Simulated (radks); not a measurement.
Q: These are the eigenvalues of the occupied orbitals of an atom or ion with whole-number occupations (eV). Calculated with a radial shooting solver on a logarithmic mesh with Libxc functionals: Dirac Kohn-Sham, exchange-only PBE, spin-unpolarised, spherical densities, finite nucleus; Fermi nuclear charge, rms radius of each element as measured or else 0.836 A^(1/3) + 0.57 fm.

orbital  eigenvalue
1s1/2     -26573.97
2s1/2     -3999.450
2p1/2     -3727.930
2p3/2     -3535.443
3s1/2     -797.2626
3p1/2     -688.4830
3p3/2     -654.0791
3d3/2     -461.6197
3d5/2     -454.6226
4s1/2     -167.2768
4p1/2     -131.7823
4p3/2     -125.6343
4d3/2      -69.8010
4d5/2      -68.9230
5d3/2      -24.9560

Which element is it, and in what charge state? The configuration may be excited. Open shells, if any, fill j = l - 1/2 first.

A: Z = 48, cadmium, charge +4: Cd4+ in [Kr] 4d7 5d1. The list shows which subshells hold electrons but not how many an open one holds; the 1s level, -976.58 hartree, gives Z - s = 44.2 by -(Z - s)^2/2, which with screening and relativity narrows Z to a few neighbours, and the depths of the outer levels then fix element, charge and occupations together.
